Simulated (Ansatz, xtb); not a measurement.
# Relative energy of two structures of C2H2AlFTe

We compare I, a singlet given by its coordinates, with II, `C#[C][Al]([F])[TeH]`, a singlet. Both are isolated molecules in the gas phase, relaxed with B3LYP-D3(BJ)/def2-SVP; the shapes shown needn't be the lowest conformers.

I (Å):

```tsv
atom	x (Å)	y (Å)	z (Å)
C	-0.6985	-1.6348	1.8259
C	-1.2623	-0.5517	1.3030
Al	-2.4989	0.7388	0.7155
F	-4.0980	1.1542	0.6020
Te	-0.1385	1.2379	0.3097
H	-1.3361	-2.4127	2.2670
H	0.3822	-1.8148	1.8508
```

Close contacts (Å): C1–C2 1.33, C2–Al3 1.88, C2–Te5 2.34, Al3–F4 1.66, Al3–Te5 2.45, C1–H6 1.10, C1–H7 1.10.

II (Å):

```xyz
7

C     1.5403   -1.0895    1.3367
C     0.4213   -0.7065    1.0331
Al   -1.2917   -0.0974    0.5018
F    -2.5689   -0.1574    1.5681
Te   -1.6685    0.8096   -1.8143
H     2.5245   -1.4281    1.6088
H    -3.2795    1.0809   -1.4589
```

Quicker runs give these differences E(II) − E(I): GFN2-xTB −10.0 kcal/mol; HF/STO-3G −31.3 kcal/mol (at GFN2-xTB geometries); r2SCAN-D4/def2-SVP −4.0 kcal/mol (at GFN2-xTB geometries).

Q: Estimate E(II) − E(I) at the level CCSD(T)/def2-SVP + ΔMP2/def2-TZVPP.

A: Calculated at CCSD(T)/def2-SVP + ΔMP2/def2-TZVPP: E(II) − E(I) = −8.7 kcal/mol, so structure II lies lower.

The same difference at several levels:

```tsv
level	geometry	E(II) − E(I) (kcal/mol)	departure from the last row (kcal/mol)	job, with rough time for the two
GFN2-xTB	GFN2-xTB	−10.0	−1.3	optimisation, 1.9 s
HF/STO-3G	GFN2-xTB	−31.3	−22.6	single point, 5.9 s
r2SCAN-D4/def2-SVP	GFN2-xTB	−4.0	+4.7	single point, 16 s
B3LYP-D3(BJ)/def2-SVP	B3LYP-D3(BJ)/def2-SVP	−6.9	+1.8	optimisation, 3.2 min
HF/def2-SVP	B3LYP-D3(BJ)/def2-SVP	−19.3	−10.6	part of the CCSD(T) run
MP2/def2-SVP	B3LYP-D3(BJ)/def2-SVP	−11.3	−2.7	part of the CCSD(T) run
CCSD(T)/def2-SVP	B3LYP-D3(BJ)/def2-SVP	−10.4	−1.7	single point
CCSD(T)/def2-SVP + ΔMP2/def2-TZVPP	B3LYP-D3(BJ)/def2-SVP	−8.7		single point, 2.9 min
```

None of the levels shown reverses the order. The largest departure from CCSD(T)/def2-SVP + ΔMP2/def2-TZVPP is that of HF/STO-3G, 22.6 kcal/mol. The last row adds to CCSD(T) the change of the MP2 difference between the two basis sets, here +1.7 kcal/mol.

With harmonic frequencies from B3LYP-D3(BJ)/def2-SVP (ideal gas, rigid rotor, one conformer each, 298.15 K, 1 atm): on the last row, ΔE + ΔZPE = −11.7, ΔH = −11.1, ΔG = −12.7 kcal/mol.

The correlated steps freeze 12 core orbitals; the filled d shell of Te is correlated, in a basis made for valence electrons. Atoms past krypton carry core potentials in the def2 sets, other sets are all-electron and non-relativistic, and no spin–orbit term is included. Run with Ansatz 0.2.0, xtb 6.7.1; the last row on 1 thread of AMD EPYC (Zen 3) on a shared host.
